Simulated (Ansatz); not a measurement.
This geometry of AlCl$_{2}$H$_{4}$InO$_{2}$ (10 atoms, charge 0, multiplicity 1) is a first-order saddle point.

The calculation used Ansatz 0.2.0, RKS PBE0-D4/def2-SVP.

```xyz
10
Properties=species:S:1:pos:R:3
In 0.226 0.172 0.530
Cl 0.331 -0.837 2.629
O 1.523 -0.061 -0.950
H 1.227 -0.714 -1.596
Cl -2.147 0.373 -0.311
O -0.195 2.246 0.904
Al -1.892 2.640 0.271
H -1.853 3.429 -1.098
H -2.848 2.966 1.492
H 0.098 2.618 1.744
```

(1) Which two structures does it join? (They come from a converged band through this point; their orientation in space is the band's.)

(2) How far does it lie above each of them?

Results:

(1) No bond is made or broken.

First end point:

```xyz
10
Properties=species:S:1:pos:R:3
In 0.134 0.173 0.414
Cl 0.380 -0.927 2.461
O 1.294 -0.054 -1.174
H 1.847 -0.842 -1.103
Cl -2.279 0.420 -0.265
O -0.243 2.246 0.816
Al -1.975 2.673 0.318
H -2.027 3.487 -1.036
H -2.839 2.995 1.607
H 0.179 2.662 1.577
```

Last end point:

```xyz
10
Properties=species:S:1:pos:R:3
In 0.201 0.060 0.606
Cl 0.316 -0.847 2.742
O 1.447 -0.359 -0.874
H 1.152 0.035 -1.704
Cl -2.173 0.308 -0.240
O -0.172 2.171 0.882
Al -1.858 2.583 0.239
H -1.785 3.303 -1.170
H -2.808 3.003 1.436
H 0.149 2.576 1.697
```

(2) 2.4 kJ/mol above the first and 2.5 kJ/mol above the second. This is the barrier of this one path; another mechanism may lie lower.

Run time: 19 min on 4 threads of Arm Neoverse V2, on a shared host, peak memory 0.44 GiB.
